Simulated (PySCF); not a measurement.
**Induced dipoles and field energies**

C₆H₁₁N.
Geometry (GFN2-xTB, Å), atoms numbered from 1 in this order:
```
atom  x, y, z in Å
C1     1.9742   -0.2330   -0.5240
C2     0.6879   -0.2529    0.2942
C3    -0.3596   -1.2458   -0.2184
C4    -1.6892   -0.6594    0.2555
C5    -1.5041    0.8436    0.0567
C6    -0.0401    1.0826    0.2969
N7     0.4217    2.2363    0.4692
H8     1.7632    0.0428   -1.5558
H9     2.6828    0.4852   -0.1151
H10    2.4423   -1.2149   -0.5159
H11    0.9341   -0.4880    1.3377
H12   -0.3335   -1.2697   -1.3098
H13   -0.1927   -2.2576    0.1498
H14   -2.5405   -1.0537   -0.2971
H15   -1.8348   -0.8806    1.3145
H16   -2.1196    1.4578    0.7108
H17   -1.7293    1.1280   -0.9737
H18    1.4283    2.2858    0.6126
```

Level: PBE0/def2-SVPD (PySCF); nuclei fixed, core orbitals frozen in the response. Permanent dipole (0.422, -2.418, -0.163) D (1 au = 2.5417 D). Static polarisability (au):

```
x   82.46  3.11 -0.72
y    3.11 81.42  3.18
z   -0.72  3.18 62.59
```

Only the terms in μ and α are kept: μ(F) = μ + αF and ΔE = −μ·F − ½ F·αF.

(1) Apply 0.002 au along ±x, ±y and ±z in turn. Tabulate induced and total dipoles and both energy terms.

(2) For the field (0.0018, -0.0012, 0.0018) au, what is the induced dipole, and what angle does it make with the field?

(3) Which field along μ doubles the dipole in that direction (linear response)?

(4) What field makes μF equal to kT at 400 K?

(5) Induction energy −ᾱe²/2R⁴ of a unit charge at 8 Å, the molecule taken as a point?

Results:

(1) 
```tsv
field along	induced x (D)	induced y (D)	induced z (D)	total size (D)	−μ·F (kJ/mol)	−½F·αF (kJ/mol)
+x	0.419	0.016	-0.004	2.551	-0.872	-0.433
−x	-0.419	-0.016	0.004	2.439	+0.872	-0.433
+y	0.016	0.414	0.016	2.057	+4.995	-0.428
−y	-0.016	-0.414	-0.016	2.866	-4.995	-0.428
+z	-0.004	0.016	0.318	2.443	+0.337	-0.329
−z	0.004	-0.016	-0.318	2.518	-0.337	-0.329
```

(2) αF = (0.364, -0.220, 0.273) D, at 7.4° to the field. The polarisability along this direction, F·αF/F², is 70.12 au, against a mean of 75.49 au.

(3) The polarisability along the dipole is 80.75 au, so F = 0.9678 au / 80.75 au = 0.0120 au = 0.62 V/Å; higher-order terms are ignored.

(4) kT = 1.2667 × 10⁻³ Eh, so F = 0.00131 au = 6.73 MV/cm.

(5) R = 15.12 bohr, so the energy is −75.5/(2 × 15.12⁴) Eh = -1.9 kJ/mol. The charge–dipole term at its most favourable orientation, −μe/R², is -11.1 kJ/mol.

The structure is a single GFN2-xTB conformer in the gas phase; no vibrational or solvent corrections.
